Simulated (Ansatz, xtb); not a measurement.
System: TeI$_{2}$, charge -1, multiplicity 2. SMILES of the parent species: I[Te]I
Coordinates optimised at B3LYP-D3(BJ)/def2-TZVP (Ansatz, a quantum-chemistry and plane-wave program):
```
Te
I 1 2.9703
I 1 2.9703 2 157.71
```
Charge -1, spin multiplicity 2.

Harmonic wavenumbers from GFN2-xTB (xtb, at its own minimum), cm⁻¹: 18, 132, 140.

Q: Give the harmonic wavenumbers at B3LYP-D3(BJ)/def2-TZVP (Ansatz, finite differences of forces, unscaled).

A: 27, 111, 124 cm⁻¹. Zero-point energy 0.4 kcal/mol.
